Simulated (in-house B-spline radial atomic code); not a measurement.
How numerical settings move a run on La⁺, [Xe] 5d2. Computed with a B-spline radial code for spherical atoms: Dirac-Hartree-Fock, average of configuration, Fermi nucleus of rms radius 4.855 fm.

Command:
```bash
python run_scf.py task.json out
```
Settings of the sound reference run:
```
Z                57
electrons        56
configuration    [Xe] 5d2
hamiltonian      dirac
method           hf
spin_polarised   False
nucleus          fermi
rms_radius       4.855
mass_number      139
atomic_mass      138.9064
speed_of_light   137.036
knot_spacing     0.22
spline_order     8
gauss_points     12
box_radius       35.29
max_iterations   70
damping          0.5
damped_steps     3
diis_vectors     10
tolerance        1e-08
start            Thomas-Fermi
```

Cost of the run: 1.7 s on 1 thread of Arm Neoverse V1, on a shared host.

It converges in 11 iterations to -8493.469088 hartree, with 5d5/2 at -10.143 eV. The other runs change the listed settings, some to values that make no sense; their results aren't properties of the atom or ion. Radii are in bohr (the nuclear one in fm), a minus after a letter asks for a j subshell, and «unchanged» means within 1e-8 hartree. The run stops when the residual is below 10 × tolerance × max(1, Z/10), or a noise floor if that is larger, and the energy moves by less than 1e-8 × √|E| hartree; so very loose and very tight tolerances often act alike.

```tsv
changed settings	outcome
spline_order = 3, gauss_points = 6, box_radius = 1.41, max_iterations = 12	converged in 8 iterations, energy +9.78e+01 hartree from the reference, 5d5/2 level +3.7e+02 eV (the program warns: 5d5/2 has a positive eigenvalue: unbound, held by the box; 4d3/2 has a positive eigenvalue: unbound, held by the box)
knot_spacing = 0.15, max_iterations = 100, diis_vectors = 20	converged in 10 iterations, energy -1.33e-07 hartree from the reference, 5d5/2 level -1.4e-05 eV
knot_spacing = 1, max_iterations = 3	not converged after 3 iterations, last residual 2.8e-01, last energy +2.16e+02 hartree from the reference
electrons = 57, configuration = [Xe] 5d2 2f1, max_iterations = 100	stopped with error: there is no 2f shell
tolerance = 1e-06	converged in 9 iterations, energy unchanged, 5d5/2 level -2.1e-04 eV
first_knot = 0.0175	converged in 11 iterations, energy +2.39e+00 hartree from the reference, 5d5/2 level -7.5e-03 eV
start = bare nucleus	converged in 11 iterations, energy unchanged, 5d5/2 level -5.8e-06 eV
knot_spacing = 1, box_radius = 10.59, max_iterations = 2, diis_vectors = 2	not converged after 2 iterations, last residual 6.7e-01, last energy +1.06e+02 hartree from the reference
first_knot = 0.00526	converged in 11 iterations, energy -1.40e-01 hartree from the reference, 5d5/2 level -4.1e-04 eV
max_iterations = 3, damping = 0.2, damped_steps = 8	not converged after 3 iterations, last residual 7.2e-02, last energy +1.46e-01 hartree from the reference
method = r2scan	stopped with error: meta-GGAs are not served with the Dirac Hamiltonian
```

**Question.** What happens with first_knot = 1.75e-06?

**Answer.** Converged in 10 iterations, energy -4.76e-08 hartree from the reference, 5d5/2 level -1.4e-05 eV.

**Question.** What happens with electrons = 57, configuration = [Xe] 5d2 6s-1, max_iterations = 75?

**Answer.** Stopped with error: j subshells need the Dirac Hamiltonian and l > 0.

**Question.** What happens with first_knot = 0.0526?

**Answer.** Converged in 11 iterations, energy +2.95e+01 hartree from the reference, 5d5/2 level -1.1e-01 eV.

**Question.** What happens with tolerance = 1e-13?

**Answer.** Converged in 11 iterations, energy unchanged.
